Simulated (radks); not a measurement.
Question: These are the eigenvalues of the occupied orbitals of an atom or ion with whole-number occupations (eV). Calculated with a radial shooting solver on a logarithmic mesh with Libxc functionals: scalar-relativistic Kohn-Sham, PBEsol, spin-polarised, spherical densities, finite nucleus; Fermi nuclear charge, rms radius of each element as measured or else 0.836 A^(1/3) + 0.57 fm.

| orbital | eigenvalue |
|---|---|
| 1s down | -65255.81 |
| 1s up | -65255.80 |
| 2s up | -11173.45 |
| 2s down | -11173.38 |
| 2p up | -9816.381 |
| 2p down | -9816.329 |
| 3s up | -2557.263 |
| 3s down | -2557.257 |
| 3p up | -2151.677 |
| 3p down | -2151.668 |
| 3d up | -1670.727 |
| 3d down | -1670.694 |
| 4s up | -526.8567 |
| 4s down | -526.8214 |
| 4p up | -393.7327 |
| 4p down | -393.7003 |
| 4d up | -221.5448 |
| 4d down | -221.5003 |
| 5s up | -82.3665 |
| 5s down | -81.6307 |
| 5p up | -51.0872 |
| 5p down | -50.0133 |
| 4f up | -31.9493 |
| 4f down | -31.7653 |
| 5d up | -17.3544 |

Which element is it, and in what charge state? The configuration may be excited. Open shells, if any, are filled with parallel spins first.

Answer: Z = 72, hafnium, charge +2: Hf2+ in [Xe] 4f14 5d2. The list shows which subshells hold electrons but not how many an open one holds; the 1s level, -2398.1 hartree, gives Z - s = 69.3 by -(Z - s)^2/2, which with screening and relativity narrows Z to a few neighbours, and the depths of the outer levels then fix element, charge and occupations together.
